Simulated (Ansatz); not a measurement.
Ansatz (a quantum-chemistry and plane-wave program) input (B3LYP-D3(BJ)/def2-TZVP):

Ansatz 0.2 input:
```yaml
crystal:
  periodic: [false, false, false]
  atoms:
    - {symbol: Bi, position_ang: [-0.00053595, 0.00479492, 0.00494337]}
    - {symbol: F, position_ang: [-1.85636083, -1.34450407, 0.01312744]}
    - {symbol: F, position_ang: [-0.23462729, 2.28874695, -0.02777363]}
    - {symbol: F, position_ang: [2.09512085, -0.92956467, 0.04030306]}
basis:
  gaussian:
    orbitals: def2-TZVP
hamiltonian:
  xc: b3lyp
  dispersion: d3bj
total_charge: -1
magnetization: {spin_polarized: true, initial_magnetization: 1}
relax: {f_tol: 0.002, max_steps: 150}
```

End of the output:

```
reference -14000.84026064 eV, -514.5213894681 hartree; 26, 25 occupied and 117, 118 virtual orbitals, 873 factors
relax step   6: F+E_penalty+E_count = -14000.93543039 eV  Δ(F+E_penalty+E_count) = -2.589e-7 eV  max|allowed force component| = 6.924e-4 eV/Å  Δτ_max = 0.0003 Å  (21 SCF iters, accepted)
integrals: 0.05 GiB planned
873 factors; their error is unknown
mean field: 0.65 GiB planned
mean field evaluation 64: about -14000.8400 eV, gradient 2.3e-3 eV
mean field -14000.84003426 eV, -514.5213811487 hartree, gradient 2.5e-5 eV, S^2 0.751805; 1 other end points of the search recorded, 0 dependent functions left out
the calculation of the forces begins
reference -14000.84026064 eV, -514.5213894681 hartree; 26, 25 occupied and 117, 118 virtual orbitals, 873 factors
Total energy: -14000.93565677 eV, -514.5248952114 hartree
Atom 0 at     0.001321     0.005304     0.007634 Å, force    -0.000692    -0.000178     0.000015 eV/Å
Atom 1 at    -1.766912    -1.277288     0.011980 Å, force     0.000563     0.000510    -0.000009 eV/Å
Atom 2 at    -0.226219     2.177853    -0.026931 Å, force    -0.000221    -0.000023    -0.000007 eV/Å
Atom 3 at     1.995406    -0.886396     0.037917 Å, force     0.000350    -0.000310     0.000002 eV/Å
Dipole moment:     0.000412     0.000325    -0.000021 e Å
```
